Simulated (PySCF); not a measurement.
All values below come from TPSSh-D3(BJ)/def2-TZVP // BP86-D3(BJ)/def2-SVP in PySCF 2.14.0. All species are isolated molecules in the gas phase. 

Reference species: [Zn(H)2] (neutral, multiplicity 1).

```
Property                                                        Result
------------------------------------------------------------  --------
coordination number                                                  2
LUMO                                                          -0.94 eV
mean distance from the central atom to its bonded neighbours   1.549 Å
charge on the central atom (meta-Löwdin)                        0.88 e
```

Changed species: [Zn(Br)2] (0 of 2 Br replaced by H; the reference has 2 of 2 Br replaced by H).

Q: Predict the effect on the coordination number, LUMO, mean distance from the central atom to its bonded neighbours and charge on the central atom (meta-Löwdin).

A: the coordination number hardly moves; the LUMO falls by 1.29 eV, to -2.23 eV; the mean distance from the central atom to its bonded neighbours goes up by 0.687 Å, to 2.236 Å; the charge on the central atom (meta-Löwdin) rises by 0.30 e, to 1.18 e.
